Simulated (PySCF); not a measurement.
CH3ClF2OSi, SMILES OC[Si](F)(F)Cl. Atoms are numbered in the order given.

```xyz
9

O     -2.3603     0.1693     0.1607
C     -1.4618    -0.8659    -0.2035
Si     0.3201    -0.3663     0.1264
F      0.6907    -0.3265     1.7052
F      1.3885    -1.3643    -0.5823
Cl     0.5773     1.5391    -0.6328
H     -2.0890     0.9716    -0.3273
H     -1.5597    -1.1937    -1.2695
H     -1.7061    -1.7564     0.4148
```

Coordinates come from a PBE-D3(BJ)/def2-SVP optimisation. The structure was generated by enumeration, and PubChem lists no compound with its InChIKey, so it may never have been made. The values are those of a single conformer.

All values below come from PBE-D3(BJ)/def2-SVP (PySCF).

Frequencies are harmonic and unscaled.

Computed harmonic wavenumbers and intensities:
| mode | ν (cm⁻¹) | IR (km/mol) | moving atoms (share of kinetic energy) |
|---|---|---|---|
| 1 | 78 | 3.6 | O 42 %, F 23 %, H 17 %, Cl 9 % |
| 2 | 116 | 2.8 | O 40 %, Cl 26 %, F 22 % |
| 3 | 176 | 2.7 | F 43 %, H 26 %, C 19 %, Cl 11 % |
| 4 | 216 | 6.0 | F 45 %, Cl 18 %, Si 12 %, O 9 %, H 9 % |
| 5 | 263 | 15.5 | F 62 %, Cl 20 %, Si 9 % |
| 6 | 283 | 23.6 | F 49 %, O 15 %, C 12 %, Si 11 %, Cl 9 % |
| 7 | 371 | 71.1 | F 28 %, Si 23 %, O 21 %, C 14 %, H 13 % |
| 8 | 401 | 87.3 | H 79 % |
| 9 | 507 | 66.1 | Cl 38 %, Si 25 %, C 15 %, F 14 % |
| 10 | 705 | 76.2 | C 36 %, Si 30 %, H 20 %, F 10 % |
| 11 | 758 | 54.7 | H 55 %, C 27 %, Si 12 % |
| 12 | 881 | 160.7 | F 50 %, Si 44 % |
| 13 | 946 | 137.2 | Si 49 %, F 47 % |
| 14 | 1053 | 83.9 | O 46 %, C 40 %, H 13 % |
| 15 | 1133 | 27.8 | H 91 % |
| 16 | 1249 | 0.5 | H 75 %, C 22 % |
| 17 | 1346 | 36.0 | H 82 %, C 11 % |
| 18 | 1394 | 7.1 | H 94 % |
| 19 | 2901 | 31.1 | H 94 % |
| 20 | 3019 | 4.3 | H 92 %, C 8 % |
| 21 | 3663 | 34.6 | H 94 % |
